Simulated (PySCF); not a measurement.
**Excitation energy of Ta by level of theory**

Ta [Xe] 4f14 5d3 6s2 (4F) → Ta [Xe] 4f14 5d4 6s1 (6D), as a difference of total energies. Calculation: PySCF 2.14, in x2c-TZVPPall; the spin-free X2C one-electron Hamiltonian (Gaussian nucleus). Correlated levels: valence: [Xe] 4f14 frozen. The calculations carry no spin-orbit coupling.

```json
{"method": "UHF", "excitation energy (eV)": "0.235"}
{"method": "LDA", "excitation energy (eV)": "0.617"}
{"method": "PBE", "excitation energy (eV)": "0.541"}
{"method": "PBE0", "excitation energy (eV)": "0.503"}
{"method": "r2SCAN", "excitation energy (eV)": "0.357"}
{"method": "PW91", "excitation energy (eV)": "0.510"}
{"method": "B2PLYP", "excitation energy (eV)": "1.071"}
{"method": "revPBE", "excitation energy (eV)": "0.479"}
{"method": "MP2 (valence)", "excitation energy (eV)": "0.788"}
{"method": "SCS-MP2 (valence)", "excitation energy (eV)": "1.418"}
```

**Question.** How much does correlation contribute at MP2 (valence)?

**Answer.** 0.788 − (0.235) = 0.553 eV, measured against UHF.

A first-order spin-orbit estimate (lowest level to lowest level, LS coupling) adds 0.184 eV.
